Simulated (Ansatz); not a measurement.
CH6BFOSi (`BC[SiH](O)F`): the same geometry under several functionals.

```yaml
crystal:
  periodic: [false, false, false]
  atoms:
    - {symbol: B, position_ang: [-0.942293, 1.007032, -0.881706]}
    - {symbol: C, position_ang: [-0.370376, -0.415080, -0.781114]}
    - {symbol: Si, position_ang: [0.964750, -0.454210, 0.528437]}
    - {symbol: O, position_ang: [0.510691, 0.260528, 1.922425]}
    - {symbol: F, position_ang: [1.300682, -1.994960, 0.785470]}
    - {symbol: H, position_ang: [-1.902675, 1.325490, -0.240272]}
    - {symbol: H, position_ang: [-0.407158, 1.838276, -1.557084]}
    - {symbol: H, position_ang: [0.154518, -0.752405, -1.682319]}
    - {symbol: H, position_ang: [-1.093370, -1.175617, -0.466827]}
    - {symbol: H, position_ang: [2.214420, 0.209601, 0.116804]}
    - {symbol: H, position_ang: [-0.363788, 0.094444, 2.276786]}
basis:
  gaussian: {orbitals: def2-TZVPP}
hamiltonian: {xc: pbe0, dispersion: d4}
output: {orbitals: {seedname: orbitals}}
```

```sh
$ ansatz run in.yaml --threads 4 --pin off --events-out ev --progress --plain
```

Output, abridged:

```
Functional definition: PBE0
1301 factors; their error is unknown
mean field evaluation 1: about -14438.8644 eV, gradient 7.2e1 eV
mean field evaluation 2: about -14432.4079 eV, gradient 9.3e1 eV
mean field evaluation 4: about -14448.1816 eV, gradient 4.4e0 eV
mean field evaluation 8: about -14448.2211 eV, gradient 6.3e-2 eV
mean field evaluation 16: about -14448.2464 eV, gradient 2.9e-5 eV
mean field -14448.24640914 eV, -530.9632621627 hartree, gradient 2.9e-5 eV, S^2 0.000000; 0 other end points of the search recorded, 0 dependent functions left out
reference -14448.24644240 eV, -530.9632633851 hartree; 24, 24 occupied and 226, 226 virtual orbitals, 1301 factors
Total energy: -14448.42583735 eV, -530.9698560277 hartree
```

Hardware: 4 threads of a server CPU on a shared host. Wall time 2.7 s, peak host memory 0.58 GiB.

Changing it to `hamiltonian: {xc: {name: BHLYP}, dispersion: d4}` (abridged; 2.9 s):

```
Functional definition: BHLYP
mean field evaluation 16: about -14455.9701 eV, gradient 9.8e-5 eV
mean field -14455.97012156 eV, -531.2471033589 hartree, gradient 2.5e-5 eV, S^2 0.000000
Total energy: -14456.22742161 eV, -531.2565589615 hartree
```

With the line `hamiltonian: {xc: {name: B2PLYP}}` (abridged; 4.8 s):

```
Functional definition: B2PLYP
mean field evaluation 16: about -14443.2922 eV, gradient 1.4e-4 eV
mean field -14443.29224451 eV, -530.7811999705 hartree, gradient 7.5e-6 eV, S^2 0.000000
9 core orbitals not correlated: weight in the atoms' cores, before any rotation towards them, 1.000 or more for the frozen orbitals, at most 0.000 for the correlated occupied ones
second order -28.87157360 eV of doubles, -0.00000000 eV of singles
Total energy: -14451.08774116 eV, -531.0676791884 hartree
```

With the line `hamiltonian: {xc: {name: B3LYP}, dispersion: d4}` and forces (abridged; 4.1 s):

```
Functional definition: B3LYP
mean field evaluation 16: about -14459.6885 eV, gradient 3.5e-5 eV
mean field -14459.68845737 eV, -531.3837496795 hartree, gradient 3.5e-5 eV, S^2 0.000000
Total energy: -14460.03189474 eV, -531.3963707700 hartree
Atom 0 force    -0.102586     0.153428    -0.047684 eV/Å
Atom 1 force    -0.026159    -0.046332    -0.056948 eV/Å
Atom 2 force     0.207621     0.123223    -0.119127 eV/Å
Atom 3 force    -0.056993     0.054316     0.104228 eV/Å
Atom 4 force     0.054602    -0.204353     0.038816 eV/Å
Atom 5 force     0.105644    -0.027288    -0.071389 eV/Å
Atom 6 force    -0.059633    -0.083347     0.077762 eV/Å
Atom 7 force    -0.057534     0.006155     0.036914 eV/Å
Atom 8 force     0.031903     0.038897    -0.045497 eV/Å
Atom 9 force    -0.075489    -0.036931     0.023871 eV/Å
Atom 10 force    -0.021375     0.022233     0.059054 eV/Å
Dipole moment:    -0.298538    -0.029207    -0.082402 e Å
```

The same input with `hamiltonian: {xc: {name: wB97X-V}}` (abridged; 7.5 s):

```
Functional definition: wB97X-V
mean field evaluation 16: about -14455.5327 eV, gradient 1.3e-4 eV
mean field -14455.53271570 eV, -531.2310289898 hartree, gradient 3.4e-5 eV, S^2 0.000000
Total energy: -14455.53271350 eV, -531.2310289090 hartree
```

With the line `hamiltonian: {xc: hse06, dispersion: d4}` (abridged; 2.9 s):

```
Functional definition: HSE06
mean field evaluation 16: about -14447.7396 eV, gradient 4.4e-5 eV
mean field -14447.73964241 eV, -530.9446388289 hartree, gradient 4.4e-5 eV, S^2 0.000000
Total energy: -14447.90641756 eV, -530.9507677025 hartree
```

B3LYP takes the VWN-RPA correlation (the form of Gaussian; ORCA's B3LYP/G).

HSE06 is the plane-wave form, built on full-range PBE exchange.
